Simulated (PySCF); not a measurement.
# Two-component Hartree-Fock for B (boron, neutral)

Start: [He] 2s2 2p1; 2p1/2 filled at m_j = +1/2. Calculated with PySCF 2.14 in x2c-TZVPall-2c with one added diffuse shell each of s, p, d type (6s4p3d1f, 40 functions): generalised Hartree-Fock with the X2C-1e Hamiltonian and a Gaussian nucleus; one run each with spin-orbit coupling (SO) switched off, then screened by Boettger's factors.

```tsv
spinor shell	electrons	ε, spin-free (eV)	ε, screened SO (eV)	weight of nominal j (screened SO)	rms radius, screened SO (bohr)
1s1/2	2	-209.41	-209.41	1.000	0.379
2s1/2	2	-13.514	-13.513	0.996	2.17
2p1/2	1	-8.727	-8.728	0.902	2.46
```

| quantity | spin-free | screened SO |
| --- | --- | --- |
| E (hartree) | -24.54032 | -24.54037 |
| M_J | 1/2 | 1/2 |
| ⟨J²⟩ | 1.066 | 1.060 |
| ⟨L²⟩ | 2.042 | 2.042 |
| ⟨S²⟩ | 0.764 | 0.764 |

The determinant has a definite M_J but mixes levels of different J.

Each row is a mean over spinors that exchange with the open shell spreads, by up to 0.793 eV (2s1/2).

Without spin-orbit coupling the j labels of p, d and f shells carry no meaning; the spin-free column gives the mean over the occupied spinors of each nl shell, and its ⟨J²⟩ belongs to a mixture of degenerate components.
